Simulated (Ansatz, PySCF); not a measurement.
Gas-phase reaction R1 + 2 R2 → P1 + 2 P2, each structure at its B3LYP-D3(BJ)/def2-TZVP stationary point, reached from a drawn start (curvature not checked).
P1: H7NSi2 (SMILES [SiH3]N[SiH3]), charge 0, multiplicity 1.
P2, H2 (SMILES [H][H]) (charge 0, multiplicity 1):
```xyz
2

H      0.000     0.000     0.372
H      0.000     0.000    -0.372
```
R1, NH3 (SMILES N) (charge 0, multiplicity 1):
```xyz
4

N      0.000     0.000     0.279
H      0.000     0.943    -0.093
H      0.817    -0.471    -0.093
H     -0.817    -0.471    -0.093
```
R2: SiH4 (SMILES [SiH4]), charge 0, multiplicity 1.

| level | reaction energy (kcal/mol) | minus CCSD(T)/CBS(cc-pV(T+d)Z, cc-pV(Q+d)Z) |
|---|---|---|
| PBE-D4/def2-TZVPP | -10.75 | 3.37 |
| revPBE/def2-TZVPP | -7.02 | 7.09 |
| r2SCAN/def2-TZVPP | -12.56 | 1.55 |
| PBE0-D3(BJ)/def2-TZVPP | -10.56 | 3.56 |
| BHLYP/def2-TZVPP | -9.15 | 4.96 |
| BHLYP-D4/def2-TZVPP | -12.41 | 1.70 |
| wB97X-V/def2-TZVPP | -11.60 | 2.51 |
| B2PLYP-D4/def2-TZVPP | -12.81 | 1.31 |
| MP2/CBS(cc-pV(T+d)Z, cc-pV(Q+d)Z) | -17.23 | -3.11 |
| SCS-MP2/cc-pV(D+d)Z | -7.94 | 6.17 |
| CCSD/cc-pV(T+d)Z | -11.60 | 2.51 |
| CCSD/cc-pV(Q+d)Z | -12.24 | 1.87 |
| CCSD(T)/cc-pV(D+d)Z | -5.66 | 8.45 |
| CCSD(T)/CBS(cc-pV(T+d)Z, cc-pV(Q+d)Z) | -14.11 | 0.00 |

 The comparison column counts from a level with limits of its own.

P less R. No zero-point or thermal terms.

Frozen-core correlation throughout. CBS(a, b) extrapolates the correlation energy as X⁻³ and adds the Hartree–Fock energy of set b.

Run with Ansatz (Gaussian orbitals); PySCF for the D3/D4 terms. Each number belongs to the level named beside it.

Ansatz is a program for electronic structure.
